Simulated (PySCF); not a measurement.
# How methods differ on the ionisation energy of Al²⁺

Al²⁺ [Ne] 3s1 (2S) → Al³⁺ [Ne] (1S), as a difference of total energies. All numbers are calculated (PySCF 2.14, the non-relativistic Hamiltonian (point nucleus), in 6-31G* (4s3p1d, 18 functions)). The calculations carry no spin-orbit coupling.

| method | ionisation energy (eV) | error (eV) |
| --- | --- | --- |
| UHF | 27.994 | -0.454 |
| TPSS | 28.404 | -0.044 |
| PBE | 28.701 | +0.253 |

Reference: 28.448 eV (measured; NIST Atomic Spectra Database, ionization energies).
